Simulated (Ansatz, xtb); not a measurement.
## Relative energy of two structures of CH2AuN

Structure X is `[H]/N=[CH]/[Au]`, a singlet and structure Y is a singlet given by its coordinates. Both are isolated molecules in the gas phase, relaxed with B3LYP-D3(BJ)/def2-SVP.

X (Å):

```xyz
5

C    -0.6694    0.7530    1.2524
Au   -0.4435    1.6575   -0.5193
N     0.3197    0.4065    1.9360
H     0.0526   -0.0458    2.8214
H    -1.7354    0.6160    1.5159
```

Y (Å):

```yaml
atoms:
  - { symbol: C, position_ang: [0.0000, 0.0000, -0.4656] }
  - { symbol: Au, position_ang: [0.0000, 0.0000, 1.5606] }
  - { symbol: N, position_ang: [0.0000, 0.0000, -1.6324] }
  - { symbol: H, position_ang: [0.0000, 0.0000, -2.6374] }
  - { symbol: H, position_ang: [0.0000, 0.0000, 3.1748] }
```

Close contacts (Å): C1–Au2 2.03, C1–N3 1.17, Au2–H5 1.61, N3–H4 1.00.

Energies in hartree; the thermal terms are from B3LYP-D3(BJ)/def2-SVP harmonic frequencies (ideal gas, rigid rotor, one conformer each, 298.15 K, 1 atm) and include the zero-point energy:

|  | X | Y |
| --- | --- | --- |
| E, CCSD(T)/def2-TZVPP | −229.259218 | −229.282727 |
| zero-point energy | 0.029648 | 0.025387 |
| H(298 K) − E | 0.034242 | 0.030916 |
| G(298 K) − E | 0.001789 | −0.001009 |

Problem. Work out ΔE, ΔE₀, ΔH and ΔG for X → Y in kJ/mol (1 Eh = 2625.50 kJ/mol) and the equilibrium ratio [Y]/[X].

Solution. 1. ΔE = −229.282727 − (−229.259218) = −0.023509 Eh = −61.72 kJ/mol.
2. ΔE₀ = ΔE + ΔZPE = −0.023509 + (−0.004261) Eh = −72.91 kJ/mol.
3. ΔH = ΔE + (−0.003326) Eh = −70.46 kJ/mol.
4. ΔG = ΔE + (−0.002798) Eh = −69.07 kJ/mol, so ΔS = (ΔH − ΔG)/T = −4.6 J/(mol K).
5. kT = 0.9442 mEh, so K = [Y]/[X] = exp(−ΔG/kT) = exp(+27.86) ≈ 1.3 × 10^12.

Structure Y is favoured at this temperature. An error of 4 kJ/mol in ΔG would change K by a factor of 5. r2SCAN-D4/def2-SVP found them nearly level. Large T1 diagnostics make the coupled-cluster value less sure. Mirror images and further conformers aren't counted.

Other levels gave ΔE = −36.4 (GFN2-xTB); +1.8 (r2SCAN-D4/def2-SVP, GFN2-xTB geometries); −38.7 (B3LYP-D3(BJ)/def2-SVP); −72.8 (HF/def2-TZVPP); −75.0 (MP2/def2-TZVPP) kJ/mol. The correlated steps freeze 2 core orbitals; the last core shell of Au is correlated, in a basis made for valence electrons. Atoms past krypton carry core potentials in the def2 sets, without spin–orbit terms. Programs: Ansatz 0.2.0, xtb 6.7.1.
